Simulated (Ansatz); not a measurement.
`[F][Ge]([F])([F])[SeH]` + `[CH3][SnH3]` → `[CH3][SnH2][SeH]` + `[F][GeH]([F])[F]`  (formal exchange of groups at the Se–Ge bond)

Computed with Ansatz on PBE0-D4/def2-TZVP structures; ΔE is electronic, products minus reactants. CBS: MP2 limit from def2 TZ/QZ plus the TZ coupled-cluster correction, frozen cores. DFT in def2-TZVPP. Elements past krypton have def2 core potentials. For Ge, Se, Sn outer-core shells are correlated without core-valence functions, which leaves a few kJ/mol of doubt a bond. Scalar relativity is left out up to krypton. One conformer a species, not always the lowest.

Is it downhill or uphill in electronic energy at CCSD(T)/CBS, and by how much? (Best estimate.)

Ansatz gave: Downhill: ΔE = -8.4 kcal/mol.

What do these levels give: PBE-D4, B97M-V, PBE, MP2/def2-SVP, HF/def2-TZVPP, HF/def2-QZVPP? (An estimate is asked.)

The calculation gave: PBE-D4 -5.6, B97M-V -4.7, PBE -5.7, MP2/def2-SVP -7.5, HF/def2-TZVPP -8.5, HF/def2-QZVPP -8.8 kcal/mol.

Largest T1 diagnostic among the species: 0.012.

At CCSD(T), def2-SVP lies +1.8 kcal/mol from the extrapolated value and def2-TZVPP +2.4 kcal/mol. Leaving LDA and LC-ωPBE aside and taking each functional with its dispersion term where it has one, the values, not all of them listed here, spread over 2.5 kcal/mol, from BHLYP-D4 to B97M-V. LDA lies +0.8 kcal/mol from PBE without D4.
